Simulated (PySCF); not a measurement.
Bonding in `O=P(O)(O)c1ccccc1F`

Species: C6H6FO3P.
SMILES with atom numbers: `[O:1]=[P:2]([OH:3])([OH:4])[c:5]1[cH:6][cH:7][cH:8][cH:9][c:10]1[F:11]` (hydrogens: H12 on O3; H13 on O4; H14 on C6; H15 on C7; H16 on C8; H17 on C9)

Geometry (GFN2-xTB, Å), atoms numbered from 1 in this order:
```xyz
17
C6H6FO3P angstrom
O     -2.3670    1.0982   -1.5298
P     -2.0161    0.1450   -0.4852
O     -2.5149   -1.3385   -0.7758
O     -2.6920    0.4307    0.9481
C     -0.2293   -0.0069   -0.1623
C      0.5415   -1.0523   -0.6419
C      1.9119   -1.0521   -0.4419
C      2.5193   -0.0030    0.2295
C      1.7648    1.0567    0.7066
C      0.4008    1.0349    0.4932
F     -0.3692    2.0486    0.9439
H     -2.5510   -1.8793    0.0138
H     -2.7797    1.3754    1.0786
H      0.0598   -1.8580   -1.1759
H      2.5086   -1.8704   -0.8150
H      3.5879   -0.0043    0.3797
H      2.2176    1.8873    1.2244
```

Bond orders from the PBE0/pcSseg-1 density (PySCF). Isolated species at its GFN2-xTB geometry (one conformer only).

(1) How far do the computed orders between heavy atoms stray from the drawn ones?

(2) Set the Mayer orders of the bonds between heavy atoms beside their lengths.

Answers

(1) The largest departure is 0.203, at P2–C5 (drawn single, 0.797), counting aromatic bonds as 1.5. Drawn single, order below 0.88: P2–C5 (0.797). The bonds drawn aromatic range from 1.34 to 1.46.

(2) 
```
   bond  drawn as  length (Å)  Mayer order
  O1–P2    double       1.457        1.978
  P2–O3    single       1.592        1.005
  P2–O4    single       1.610        1.015
  P2–C5    single       1.822        0.797
  C5–C6  aromatic       1.385        1.415
  C6–C7  aromatic       1.385        1.449
  C7–C8  aromatic       1.386        1.439
  C8–C9  aromatic       1.386        1.412
 C9–C10  aromatic       1.381        1.464
C10–F11    single       1.350        0.892
 C10–C5  aromatic       1.383        1.343
```

By pair of heavy elements: O–P: lowest P2–O3 (1.005, 1.592 Å), highest O1–P2 (1.978, 1.457 Å). C–C: lowest C10–C5 (1.343, 1.383 Å), highest C9–C10 (1.464, 1.381 Å).

Question: And the bonds to hydrogen?

Answer: H–O: 0.93 (2 bonds); C–H: 0.94 to 0.96 (4 bonds).

Question: Sum the orders of all bonds at each heavy atom with more than one neighbour and set the sums beside the valence in the SMILES.

Answer: P2 4.795 (drawn 5), O3 1.934 (drawn 2), O4 1.945 (drawn 2), C5 3.555 (drawn 4), C6 3.820 (drawn 4), C7 3.852 (drawn 4), C8 3.814 (drawn 4), C9 3.818 (drawn 4), C10 3.699 (drawn 4). Orders between atoms that aren't bonded are not in these sums.

Mayer orders depend on the basis set.
